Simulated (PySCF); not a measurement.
# Correlation energy of Zn (zinc, neutral)

[Ar] 3d10 4s2, closed-shell 1S. All numbers are calculated (PySCF 2.14, no relativity, point nucleus, in def2-TZVP). Frozen: [Ar]; 12 electrons correlated.

MP2 pair energies summed by pair of shells (mhartree):

| pair | energy | share (%) |
| --- | --- | --- |
| 3d-3d | -350.58 | 86.8 |
| 3d-4s | -30.94 | 7.7 |
| 4s-4s | -22.20 | 5.5 |

Total MP2 correlation energy: -403.73 mhartree.

Same-spin part -143.89 and opposite-spin part -259.84 mhartree; SCS-MP2 scales them by 1/3 and 6/5 to -359.77 mhartree.

| level | correlation energy (mhartree) |
| --- | --- |
| CCSD | -375.26 |
| (T) | -8.94 |
| CCSD(T) | -384.20 |

Diagnostics: T1 = 0.016, D1 = 0.0403, largest double amplitude 0.086.

Question: Is a single reference adequate?

Answer: Mostly. T1 lies below 0.03, but a double amplitude of this size points to a near-degeneracy that CCSD handles and MP2 describes poorly.
